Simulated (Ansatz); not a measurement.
Reaction (isomerisation): `SC1OC[SiH2]1` → `C[Si]1(S)CO1`

Computed with Ansatz on PBE0-D4/def2-TZVP structures; ΔE is electronic, products minus reactants. CCSD(T)/CBS adds triple-zeta CCSD(T) − MP2 to the extrapolated MP2 energy (def2 sets, frozen cores). DFT in def2-TZVPP. Each species was taken in one conformer, which may not be the lowest.

`SC1OC[SiH2]1`:

Z-matrix (Å, degrees):
```
C
O 1 1.432
S 1 1.805 2 114.9
Si 1 1.902 2 89.4 3 113.9
H 1 1.090 2 109.4 3 -123.8
C 2 1.447 1 103.9 3 -97.1
H 3 1.345 1 97.3 2 -69.2
H 4 1.486 1 119.0 2 -129.3
H 4 1.486 1 114.4 2 97.9
H 6 1.091 2 109.9 1 -138.5
H 6 1.095 2 111.1 1 100.5
```

`C[Si]1(S)CO1`:

```xyz
11

C    -0.310   -1.445    0.928
Si   -0.236    0.129   -0.038
S    -2.138    0.499   -0.893
C     1.276    0.901   -0.642
O     0.595    1.415    0.584
H    -0.603   -2.281    0.290
H     0.670   -1.657    1.360
H    -1.038   -1.361    1.738
H    -1.757    1.663   -1.445
H     1.271    1.628   -1.452
H     2.269    0.509   -0.431
```

```
       species  ωB97M-V energy (Eh)
`SC1OC[SiH2]1`           -842.65903
`C[Si]1(S)CO1`           -842.74726
```

**Question.** Work out ΔE.

**Answer.** ΔE = (-842.74726) − (-842.65903) = -0.08823 Eh = -2.40 eV. CCSD(T)/CBS gives -2.42 eV.

Largest T1 diagnostic among the species: 0.013.

From PBE to PBE0 (25 % exact exchange), in def2-TZVPP and without D4, ΔE moves by −0.03 eV.
